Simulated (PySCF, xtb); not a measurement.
Si(F)(SH) (FHSSi), SMILES F[Si]S (connectivity only; charge and spin as stated), neutral, multiplicity 1.

GFN2-xTB run with xtb at its own geometry gives an orbital gap of 2.67 eV and a dipole moment of 2.59 D.

Geometry: PBE-D3(BJ)/def2-TZVP. Other conformers were not sampled.

What does CAM-B3LYP/def2-TZVPD (PySCF) give? (The exact figures need the calculation; the answer reports its results.)

gap 7.43 eV (levels -8.68 and -1.25 eV), dipole 1.72 D.
